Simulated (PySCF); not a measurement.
A calculated (UHF, PySCF 2.14, x2c-QZVPPall, scalar relativity by spin-free X2C-1e) atom or ion has these occupied shells.

```tsv
shell	electrons	orbital energy (eV)	rms radius, mean of both spins (bohr)
1s β	1	-21175.6	0.0394
1s α	1	-21175.5	0.0394
2s α	1	-3112.9	0.162
2s β	1	-3111.7	0.162
2p α	3	-2782.0	0.144
2p β	3	-2780.8	0.144
3s α	1	-588.97	0.442
3s β	1	-588.40	0.442
3p α	3	-477.31	0.446
3p β	3	-476.59	0.446
3d α	5	-296.74	0.435
3d β	5	-294.97	0.435
4s α	1	-109.32	1.14
4s β	1	-101.92	1.14
4p α	3	-77.111	1.26
4p β	3	-67.303	1.26
4d α	5	-30.003	1.72
```

Question: Name the element and its charge.

Answer: Tc²⁺ (technetium, charge +2), in [Kr] 4d5, high-spin 6S determinant.
